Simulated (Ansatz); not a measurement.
Two structures, one formula

The two ends of one reaction step of SiNH5F2, closed shell (PBE0-D4/def2-TZVP).

A:

Si1  (0.740, 0.646, 0.741)
H2  (-2.954, -0.968, -0.876)
F3  (0.174, 2.049, 0.265)
F4  (2.242, 0.940, 1.173)
H5  (0.036, 0.161, 1.936)
H6  (-2.233, -0.781, -0.816)
N7  (0.573, -0.437, -0.539)
H8  (0.784, -0.180, -1.490)
H9  (0.638, -1.431, -0.394)
(Å)

B:

Si1  (-0.274, 0.861, 0.571)
H2  (-1.242, 0.982, -0.539)
F3  (-0.636, 2.183, 1.425)
F4  (1.247, 1.196, 0.180)
H5  (-0.436, -0.182, 1.604)
H6  (-0.504, -1.706, -0.737)
N7  (0.260, -1.043, -0.664)
H8  (0.535, -0.775, -1.603)
H9  (1.049, -1.516, -0.238)
(Å)

Computed with Ansatz 0.2.0 (basis: def2-TZVPP); correlated methods freeze the cores. B3LYP uses VWN-RPA correlation.

(1) Which structure is lower at CCSD(T), and by how much? (To be estimated.)

No T1 diagnostic of these runs exceeds 0.011.

Results:

(1) The calculation gives: A, by 30.9 kJ/mol (electronic energy, against the other). By their contacts, A is a complex of SiNH₃F₂ ([NH2][SiH]([F])[F]) + H₂ and B is a complex of SiH₂F₂ ([F][SiH2][F]) + NH₃.

All methods give the same order:

| method | E(B) − E(A) (kJ/mol) |
| --- | --- |
| SPW92 | 11.2 |
| PBE-D4 | 24.3 |
| BLYP-D4 | 35.3 |
| r2SCAN-D4 | 30.8 |
| B97M-V | 30.8 |
| PBE0-D4 | 24.8 |
| B3LYP-D4 | 34.0 |
| r2SCAN0-D4 | 30.0 |
| BHLYP-D4 | 33.4 |
| CAM-B3LYP-D4 | 32.4 |
| wB97X-V | 28.6 |
| wB97M-V | 29.3 |
| B2PLYP | 34.3 |
| PBE-QIDH | 28.1 |
| RPA on PBE | 28.6 |
| HF | 43.2 |
| MP2 | 35.4 |
| CCSD | 31.5 |
| CCSD(T) | 30.9 |

Labels in which every atom is bracketed show which atoms are joined, not bond orders.

For scale, one of the runs: CCSD(T)/def2-TZVPP, 205 basis functions, launched by `ansatz run in.yaml --threads 4 --pin off --events-out ev --progress --plain --max-ram 9574MiB`. The run took 19 s on 4 CPU threads of an AMD EPYC 9R45 (shared host), with 2.8 GiB of host memory at its peak.
